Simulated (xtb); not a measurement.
Cu₂, SMILES [Cu][Cu], multiplicity 1. All values are semi-empirical tight-binding results from xtb (GFN2-xTB unless named), good for trends rather than for accurate numbers. Geometry optimised at GFN2-xTB. The multiplicity is an assumed one; other spin states were not compared.

For metal compounds this method's bond lengths and energies can be far off.

```
Item                           Value
---------------------------  -------
point group as xtb finds it      D∞h
orbital gap                  5.67 eV
```
